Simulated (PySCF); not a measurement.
## I (iodine, neutral) across methods

[Kr] 4d10 5s2 5p5, 2P determinant. Computed with PySCF 2.14 in aug-cc-pVQZ-PP with ECP28MDF (7s7p5d3f2g, 92 functions), with a scalar-relativistic core potential.

```json
{"method": "BP86", "E (hartree)": "-295.8191", "mean ε 5s β (eV)": "-17.229", "mean ε 5p α (eV)": "-7.476", "mean ε 5p β (eV)": "-6.842", "Σ⟨r²⟩ (bohr²)": "59.83", "⟨S²⟩": "0.753"}
{"method": "PBE", "E (hartree)": "-295.6708", "mean ε 5s β (eV)": "-17.071", "mean ε 5p α (eV)": "-7.384", "mean ε 5p β (eV)": "-6.719", "Σ⟨r²⟩ (bohr²)": "59.98", "⟨S²⟩": "0.753"}
{"method": "PBE0", "E (hartree)": "-295.6976", "mean ε 5s β (eV)": "-18.740", "mean ε 5p α (eV)": "-8.602", "mean ε 5p β (eV)": "-7.866", "Σ⟨r²⟩ (bohr²)": "59.70", "⟨S²⟩": "0.754"}
{"method": "B3LYP", "E (hartree)": "-295.7828", "mean ε 5s β (eV)": "-18.502", "mean ε 5p α (eV)": "-8.294", "mean ε 5p β (eV)": "-7.642", "Σ⟨r²⟩ (bohr²)": "60.01", "⟨S²⟩": "0.753"}
{"method": "r2SCAN", "E (hartree)": "-295.8046", "mean ε 5s β (eV)": "-17.441", "mean ε 5p α (eV)": "-7.754", "mean ε 5p β (eV)": "-6.994", "Σ⟨r²⟩ (bohr²)": "59.55", "⟨S²⟩": "0.756"}
{"method": "UHF", "E (hartree)": "-294.66249", "mean ε 5s β (eV)": "-22.665", "mean ε 5p α (eV)": "-11.422", "mean ε 5p β (eV)": "-10.409", "Σ⟨r²⟩ (bohr²)": "60.23", "⟨S²⟩": "0.761"}
{"method": "LDA", "E (hartree)": "-295.2669", "mean ε 5s β (eV)": "-17.413", "mean ε 5p α (eV)": "-7.492", "mean ε 5p β (eV)": "-6.864", "Σ⟨r²⟩ (bohr²)": "59.90", "⟨S²⟩": "0.751"}
{"method": "r2SCAN0", "E (hartree)": "-295.7793", "mean ε 5s β (eV)": "-19.000", "mean ε 5p α (eV)": "-8.852", "mean ε 5p β (eV)": "-8.051", "Σ⟨r²⟩ (bohr²)": "59.50", "⟨S²⟩": "0.756"}
```

Estimate the same row for r2SCANh.

E (hartree) = -295.7944; mean ε 5s β (eV) = -18.065; mean ε 5p α (eV) = -8.193; mean ε 5p β (eV) = -7.416; Σ⟨r²⟩ (bohr²) = 59.53; ⟨S²⟩ = 0.756.

Energies and moments cover only the electrons outside the core potential.
